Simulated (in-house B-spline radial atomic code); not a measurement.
**LC-wPBE excitations of V VI (V5+)**

Method: LC-wPBE. Computed with an all-electron radial atomic-structure program (B-spline basis): linear response of the closed shell [Ne] 3s2 3p6 with the functional's adiabatic kernel; scalar-relativistic (spin-free one-electron X2C), finite nucleus, no spin-orbit coupling, no double excitations, S, P, D and F terms only. Only terms of natural parity with L up to 3 were computed.

Command:
```bash
python run_td.py task.json out
```
Settings (radii: box in bohr, nucleus in fm):
```
Z                        23
electrons                18
configuration            [Ne] 3s2 3p6
hamiltonian              x2c
method                   lc_wpbe
box_radius               16.35
rms_radius               3.6002
intervals                71
```

Run time, properties included: 1.1 s on 1 thread of Intel(R) Xeon(R) Platinum 8375C CPU @ 2.90GHz (Ice Lake), with other jobs on the host.

The lowest states, in the order of their Tamm-Dancoff energies; the method's threshold (minus the highest occupied level) is 123.07 eV. Labels give the largest channel, * marks a mixed state, and oscillator strengths are full-response dipole values. Semilocal kernels can invert the small singlet-triplet splittings of Rydberg terms. Energies in eV:

```json
{"state": "3p → 3d 3P", "full response": "38.65", "Tamm-Dancoff": "38.78", "oscillator strength": "-"}
{"state": "3p → 3d 3F", "full response": "?", "Tamm-Dancoff": "?", "oscillator strength": "-"}
{"state": "3p → 3d 1F", "full response": "?", "Tamm-Dancoff": "?", "oscillator strength": "-"}
{"state": "3p → 3d 1P", "full response": "55.14", "Tamm-Dancoff": "57.59", "oscillator strength": "3.85"}
{"state": "3p → 4s 3P", "full response": "65.70", "Tamm-Dancoff": "65.72", "oscillator strength": "-"}
{"state": "3p → 4s 1P", "full response": "66.51", "Tamm-Dancoff": "66.57", "oscillator strength": "0.23"}
{"state": "3s → 3d 3D", "full response": "67.74", "Tamm-Dancoff": "67.80", "oscillator strength": "-"}
{"state": "3s → 3d 1D", "full response": "72.05", "Tamm-Dancoff": "72.15", "oscillator strength": "-"}
{"state": "3p → 4p 3S", "full response": "72.80", "Tamm-Dancoff": "72.82", "oscillator strength": "-"}
{"state": "3p → 4p 3D", "full response": "73.41", "Tamm-Dancoff": "73.42", "oscillator strength": "-"}
```

**Question.** Where does 3p → 3d 3F lie?

**Answer.** At 39.09 eV in full response, 39.26 eV in Tamm-Dancoff.

**Question.** Where does 3p → 3d 1F lie?

**Answer.** At 42.83 eV in full response, 42.85 eV in Tamm-Dancoff.

**Question.** How large is the singlet-triplet splitting of 3p → 3d (F terms) in Tamm-Dancoff?

**Answer.** 3.59 eV, from the unrounded values.

**Question.** What polarisabilities and dispersion coefficient does the method give?

**Answer.** Dipole 1.08 bohr³, quadrupole 1.148 bohr⁵, C6 1.961 hartree·bohr⁶ for two such species.
